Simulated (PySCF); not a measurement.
Species: CH8FPSi2.
SMILES: `C[SiH2][Si@H](F)P`

Torsions of this conformer, `[CH3:1][SiH2:2][Si@H:3]([F:4])[PH2:5]`: C1–Si2–Si3–F4 178°, H–P5–Si3–Si2 -65°, H–P5–Si3–Si2 29°.

The closed-shell ground state was solved at several levels (PySCF, density fitting, gas phase, non-relativistic). Geometry: PBE0-D3(BJ)/def2-SVP, one conformer, isolated molecule.

```csv
level,basis functions,total energy (Eh),HOMO (eV),LUMO (eV),gap (eV),dipole (D)
PBE0/cc-pVDZ,122,-1062.6394,-7.28,-0.34,6.94,2.75
PBE0/def2-TZVPD,278,-1062.7413,-7.37,-0.76,6.61,2.64
PBE0/6-31+G*,118,-1062.5922,-7.40,-0.73,6.67,2.99
PBE0/pcSseg-0,73,-1061.1999,-7.54,-0.65,6.89,3.54
PBE0/def2-SVP,122,-1062.2431,-7.34,-0.37,6.97,2.77
PBE0/IGLO-III,282,-1062.7413,-7.36,-0.59,6.77,2.60
PBE0/cc-pVTZ,274,-1062.7394,-7.35,-0.56,6.79,2.60
PBE0/6-31G*,98,-1062.5798,-7.26,-0.36,6.90,2.87
"PBE0/6-311+G(2d,p)",207,-1062.7216,-7.40,-0.76,6.64,2.77
PBE0/pcSseg-2,313,-1062.7578,-7.40,-0.72,6.68,2.80
PBE0/def2-TZVP,221,-1062.7396,-7.36,-0.65,6.71,2.63
```

(1) Estimate the row for PBE0/aug-cc-pVDZ, a basis of 199 functions; the other rows only guide the guess.

(2) Over all these levels, which gives the widest orbital gap and which the narrowest?

(3) How much does the basis alone move the frontier levels among the 12 PBE0 rows (the withheld one included)?

(4) How far do the dipole and the HOMO energy spread over the levels?

Results:

(1) Total energy -1062.6597 Eh, HOMO -7.36 eV, LUMO -0.70 eV, gap 6.66 eV, dipole 2.71 D.

(2) PBE0/def2-SVP has the widest, 6.97 eV, and PBE0/def2-TZVPD the narrowest, 6.61 eV. From the narrowest to the widest the HOMO moves by +0.03 eV and the LUMO by +0.39 eV.

(3) The HOMO by 0.28 eV and the LUMO by 0.42 eV. By rising basis size (HOMO, LUMO in eV): pcSseg-0 -7.54, -0.65; 6-31G* -7.26, -0.36; 6-31+G* -7.40, -0.73; cc-pVDZ -7.28, -0.34; def2-SVP -7.34, -0.37; aug-cc-pVDZ -7.36, -0.70; 6-311+G(2d,p) -7.40, -0.76; def2-TZVP -7.36, -0.65; cc-pVTZ -7.35, -0.56; def2-TZVPD -7.37, -0.76; IGLO-III -7.36, -0.59; pcSseg-2 -7.40, -0.72.

(4) The dipole runs from 2.60 to 3.54 D (mean 2.80 D) and the HOMO from -7.54 to -7.26 eV.
